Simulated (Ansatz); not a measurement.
Species: Te, charge 0, triplet.

Total energies in hartree (Ansatz, a program for electronic structure). UHF or UKS for unpaired electrons; spin-orbit terms are left out. Cores are frozen in correlated methods (noble-gas shells, and filled d and f shells in the p block). Past Kr the def2 sets carry scalar-relativistic core potentials. Spin-orbit terms, left out, reach several kcal/mol for Br and I, and more for heavier atoms.

```tsv
species	HF/def2-TZVPPD	CCSD(T)/def2-TZVPPD	HF/def2-QZVPPD	CCSD(T)/def2-QZVPPD	CCSDT(Q)/def2-QZVPPD
1: Te (triplet)	-267.00565	-267.11106	-267.00695	-267.12288	-267.12364
2: Te+ (quartet)	-266.72177	-266.80000	-266.72271	-266.80624	-266.80677
```

Problem. Work out the first ionisation energy (Te+ (quartet) against Te (triplet)) in eV: take Hartree-Fock from def2-QZVPPD, extrapolate the CCSD(T) correlation energy as X^-3 (X = 3, 4), and add CCSDT(Q) - CCSD(T) in def2-QZVPPD. 1 hartree = 27.211 eV.

Solution. 
Species 1: correlation (64·(-0.11593) - 27·(-0.10541))/37 = -0.12361; step -0.00076; E1 = -267.00695 + (-0.12361) + (-0.00076) = -267.13132
Species 2: correlation (64·(-0.08353) - 27·(-0.07823))/37 = -0.08740; step -0.00053; E2 = -266.72271 + (-0.08740) + (-0.00053) = -266.81064
-1·E1 +1·E2 = 0.32068 hartree = 8.73 eV.
